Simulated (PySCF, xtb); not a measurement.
BeF2, SMILES [F][Be][F].

xtb with GFN2-xTB at its own geometry gives an orbital gap of 8.44 eV and a dipole moment of 0.00 D.

Coordinates come from a PBE0-D3(BJ)/def2-TZVP optimisation. The isomer is the one that the SMILES or the coordinates give; other isomers of the formula were not compared.

Problem. What does ωB97X/def2-TZVPD (PySCF) give? (An estimate is asked for; the answer gives what the named calculation found.)

Solution. gap 15.30 eV (levels -14.38 and 0.91 eV), dipole 0.00 D.
